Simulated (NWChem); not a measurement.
Molecule: C4H4O2; SMILES O=C1CC=CO1

```xyz
10

O      0.0187     2.0354     0.0000
C     -0.0186     0.8346     0.0000
C     -1.2093    -0.1268     0.0000
C     -0.5573    -1.4767     0.0000
C      0.7748    -1.2757     0.0000
O      1.1468     0.0563     0.0000
H     -1.8451     0.0788    -0.8884
H     -1.8451     0.0788     0.8884
H     -1.0644    -2.4481     0.0000
H      1.6128    -1.9836     0.0000
```
Atoms are numbered in this order, from 1.

Level: PBE-D3(BJ)/def2-SVP (NWChem), optimised geometry, unscaled harmonic frequencies. 

### Question
List the harmonic frequencies with IR intensities, and the thermochemistry.

### Answer
```json
[
 {"frequency (cm⁻¹)": "176", "IR intensity (km/mol)": "2.4"},
 {"frequency (cm⁻¹)": "424", "IR intensity (km/mol)": "11.9"},
 {"frequency (cm⁻¹)": "482", "IR intensity (km/mol)": "1.6"},
 {"frequency (cm⁻¹)": "546", "IR intensity (km/mol)": "14.8"},
 {"frequency (cm⁻¹)": "659", "IR intensity (km/mol)": "5.6"},
 {"frequency (cm⁻¹)": "696", "IR intensity (km/mol)": "33.7"},
 {"frequency (cm⁻¹)": "800", "IR intensity (km/mol)": "22.1"},
 {"frequency (cm⁻¹)": "818", "IR intensity (km/mol)": "22.6"},
 {"frequency (cm⁻¹)": "882", "IR intensity (km/mol)": "1.6"},
 {"frequency (cm⁻¹)": "908", "IR intensity (km/mol)": "0.2"},
 {"frequency (cm⁻¹)": "964", "IR intensity (km/mol)": "28.3"},
 {"frequency (cm⁻¹)": "1037", "IR intensity (km/mol)": "132.7"},
 {"frequency (cm⁻¹)": "1063", "IR intensity (km/mol)": "42.9"},
 {"frequency (cm⁻¹)": "1103", "IR intensity (km/mol)": "3.5"},
 {"frequency (cm⁻¹)": "1143", "IR intensity (km/mol)": "82.9"},
 {"frequency (cm⁻¹)": "1229", "IR intensity (km/mol)": "28.5"},
 {"frequency (cm⁻¹)": "1323", "IR intensity (km/mol)": "3.4"},
 {"frequency (cm⁻¹)": "1346", "IR intensity (km/mol)": "15.0"},
 {"frequency (cm⁻¹)": "1633", "IR intensity (km/mol)": "25.8"},
 {"frequency (cm⁻¹)": "1878", "IR intensity (km/mol)": "334.8"},
 {"frequency (cm⁻¹)": "2986", "IR intensity (km/mol)": "2.2"},
 {"frequency (cm⁻¹)": "3027", "IR intensity (km/mol)": "0.1"},
 {"frequency (cm⁻¹)": "3177", "IR intensity (km/mol)": "0.8"},
 {"frequency (cm⁻¹)": "3200", "IR intensity (km/mol)": "1.7"}
]
```

```
Item                                                                               Result
-----------------------------------------------------------------------  ----------------
zero-point energy                                                           45.0 kcal/mol
thermal correction to the enthalpy at 298.15 K (with zero-point energy)     48.6 kcal/mol
heat capacity Cv                                                         17.8 cal/(mol K)
entropy at 298.15 K and 1 atm (symmetry number 1)                        71.3 cal/(mol K)
dipole moment                                                                      3.47 D
```

Rigid rotor and harmonic oscillator.
